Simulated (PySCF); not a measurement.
# Partial charges of `C=CC1=C([Si@@H](C#N)OC)C1`

Species: C7H9NOSi.
Cartesian coordinates in Å at the GFN2-xTB level; atoms count from 1:
```xyz
19
C7H9NOSi angstrom
C     -3.8031   -0.1712   -0.1084
C     -2.5391    0.2467   -0.1851
C     -1.4433   -0.5492    0.2284
C     -0.1483   -0.7147    0.4190
Si     1.6145   -0.1821    0.4026
C      2.5342   -1.2586   -0.8332
N      3.1037   -1.8993   -1.5930
O      1.5507    1.3524   -0.1081
C      2.5735    2.2499   -0.4178
C     -1.0477   -1.8766    0.7786
H     -4.6262    0.4446   -0.4258
H     -4.0445   -1.1470    0.2795
H     -2.2940    1.2283   -0.5716
H      2.3317   -0.3456    1.6712
H      3.2376    2.3962    0.4373
H      3.1652    1.8870   -1.2618
H      2.1133    3.2025   -0.6821
H     -1.0621   -2.7517    0.1381
H     -1.2260   -2.1024    1.8246
```

Density: PBE0/pcSseg-1 (PySCF); schemes: Mulliken, IAO, Hirshfeld and ESP-fitted. The structure is a single GFN2-xTB conformer in the gas phase; no vibrational or solvent corrections.

Problem. Atoms with like bonding are taken together and averaged. At which atom do the 4 schemes differ most?

Solution. At Si5: from +0.462 (Hirshfeld) to +1.153 e (IAO), 0.691 e apart.

Problem. Which atoms carry the lowest charge in the Mulliken, IAO, Hirshfeld and ESP-fitted schemes?

Solution. The schemes don't all agree: Mulliken O8 (-0.622); IAO O8 (-0.628); Hirshfeld O8 (-0.218); ESP-fitted N7 (-0.400).

Problem. Give the atomic charges in each scheme.

Solution. In e; atoms taken as equivalent share a row and are averaged (×n: the atom named and its like, n in all):

```
       atom                      environment  Mulliken     IAO  Hirshfeld  ESP-fitted
         C1             terminal =CH2 carbon    -0.107  -0.274     -0.067      -0.251
         C2                 alkene CH carbon    -0.198  -0.154     -0.036      -0.253
         C3  fully substituted alkene carbon    +0.009  +0.052     +0.020      +0.202
         C4  fully substituted alkene carbon    -0.412  -0.329     -0.114      -0.228
        Si5             oxygen-bound silicon    +1.042  +1.153     +0.462      +0.499
         C6                     cyano carbon    -0.219  -0.182     -0.036      +0.206
         N7                   cyano nitrogen    -0.204  -0.194     -0.199      -0.400
         O8               silyl ether oxygen    -0.622  -0.628     -0.218      -0.310
         C9                   methoxy carbon    -0.010  -0.199     -0.028      -0.205
        C10                   allylic carbon    -0.140  -0.280     -0.097      -0.201
        H11                 vinylic hydrogen    +0.127  +0.162     +0.057      +0.162
        H12                 vinylic hydrogen    +0.131  +0.160     +0.053      +0.142
        H13                 vinylic hydrogen    +0.110  +0.165     +0.058      +0.166
        H14                    Si–H hydrogen    -0.099  -0.139     -0.066      -0.066
H15/H16/H17                  methyl hydrogen    +0.113  +0.144     +0.048      +0.122
        H18               methylene hydrogen    +0.131  +0.130     +0.034      +0.086
        H19               methylene hydrogen    +0.125  +0.126     +0.032      +0.084
```

Mean size of the charges over all atoms: IAO 0.251 e, Mulliken 0.212 e, ESP-fitted 0.201 e, Hirshfeld 0.091 e. Each set sums to the total charge, 0, to within 0.001 e. The Hirshfeld scheme weights the molecular density at each point by an atom's share of the summed free-atom densities.

Some averages cover members that differ in this geometry: H15/H16/H17, IAO +0.133 to +0.159 e.

Problem. How closely do the schemes follow one another over all atoms?

Solution. Correlation coefficient and root-mean-square difference: Mulliken with IAO 0.98, 0.079 e; IAO with Hirshfeld 0.97, 0.220 e; Mulliken with Hirshfeld 0.96, 0.192 e; Hirshfeld with ESP-fitted 0.85, 0.132 e; IAO with ESP-fitted 0.83, 0.203 e; Mulliken with ESP-fitted 0.78, 0.200 e.

Problem. Sum the charges by element, for elements with more than one atom.

Solution. 
```csv
element,atoms,Mulliken,IAO,Hirshfeld,ESP-fitted
C,7,-1.077,-1.368,-0.357,-0.729
H,9,+0.862,+1.036,+0.313,+0.940
```
